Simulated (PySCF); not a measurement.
C₂H₇MgNO, SMILES C[N](C)[Mg][OH]. Geometry optimised at PBE0-D3(BJ)/def2-SVP. The structure was generated by enumeration; whether it is a known compound was not checked. The values are those of a single conformer.

Q: Give the equilibrium geometry at PBE0-D3(BJ)/def2-SVP (PySCF confirms it by a frequency run) as bond lengths and angles, and its point group. (An estimate is asked for; the answer gives what the named calculation found.)

A: This is not unique; one that fits is point group C2v.
Atoms: Mg1 O2 H3 N4 C5 C6 H7 H8 H9 H10 H11 H12. Bond lengths (Å): Mg1–O2 1.763, Mg1–N4 1.903, O2–H3 0.950, N4–C5 1.437, N4–C6 1.437, C5–H7 1.113, C5–H8 1.113, C5–H9 1.105, C6–H10 1.113, C6–H11 1.113, C6–H12 1.105. Bond angles (°): O2–Mg1–N4 180.0, Mg1–O2–H3 180.0, Mg1–N4–C5 124.3, Mg1–N4–C6 124.3, C5–N4–C6 111.4, N4–C5–H7 112.7, N4–C5–H8 112.7, N4–C5–H9 111.8, H7–C5–H8 106.0, H7–C5–H9 106.6, H8–C5–H9 106.6, N4–C6–H10 112.7, N4–C6–H11 112.7, N4–C6–H12 111.8, H10–C6–H11 106.0, H10–C6–H12 106.6, H11–C6–H12 106.6.
